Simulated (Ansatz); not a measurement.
Species: TaO, net charge 1, triplet state. The spin state was set by rule; other spins were not relaxed. 
Coordinates optimised at B3LYP-D3(BJ)/def2-TZVP (Ansatz, a first-principles code):
```
O
Ta 1 1.6713
```
Charge +1, spin multiplicity 3.

Total electronic energies in hartree. Cores are frozen in the correlated levels unless marked. UHF or UKS for open shells. Spin-orbit coupling is left out. The frozen core is the preceding noble-gas configuration, with the filled d and f shells of earlier blocks. Past Kr the def2 sets carry scalar-relativistic core potentials. CBS marks a two-point X^-3 extrapolation of the correlation energy; Hartree-Fock from the larger set. The bracket is a focal-point correction in the basis named.

| level | program | energy (Eh) |
|---|---|---|
| HF/def2-QZVPP | Ansatz | -131.01321 |
| PBE-D3(BJ)/def2-TZVPD | Ansatz + dftd3 | -131.90121 |
| PBE0/def2-SVP | Ansatz | -131.74588 |
| CAM-B3LYP/def2-TZVPD | Ansatz | -131.86011 |
| B2PLYP/def2-TZVPD | Ansatz | -131.72162 |
| SCS-MP2/def2-TZVPPD | Ansatz | -131.33347 |
| SCS-MP2/def2-QZVPPD | Ansatz | -131.35949 |
| RI-MP2/CBS(def2-TZVPPD,def2-QZVPPD)+[CCSD(T)-MP2]/def2-SVPD | Ansatz | -131.3989 |
| CCSD(T)/CBS(def2-TZVPPD,def2-QZVPPD) | Ansatz | -131.3994 |

Totals of different functionals don't rank their quality; only differences between species are comparable.
